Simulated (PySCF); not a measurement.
C₅H₇BO, SMILES C#CB1OC[C@@H]1C.

Coordinates come from a PBE0-D3(BJ)/def2-SVP optimisation. The structure was generated by enumeration; whether it is a known compound was not checked.

Two levels are set side by side: TDA-PBE/def2-SVPD (PySCF) and TDA-M06-2X/def2-SVPD (PySCF). Vertical, same geometry. The lowest singlet is HOMO→LUMO 99 % with PBE and HOMO→LUMO 77 %, HOMO−2→LUMO 12 % with the other functional; states are paired by order. Differences are taken from unrounded values.

| quantity | TDA-M06-2X | TDA-PBE | TDA-PBE minus TDA-M06-2X |
|---|---|---|---|
| lowest singlet excitation (eV) | 4.96 | 4.60 | -0.37 |
| lowest triplet excitation (TDA) (eV) | 4.76 | 4.25 | -0.51 |
| first bright state (f over 0.05) (eV) | 7.92 | 6.54 | -1.38 |
| its oscillator strength | 0.28 | 0.11 | -0.16 |

A lower first singlet is the usual sign of a functional without exact exchange. Differences between two approximate levels are no errors against the true value.

Rough cost on one machine, each run with all the roots and properties that it gave: TDA-M06-2X against TDA-PBE about 8 times.
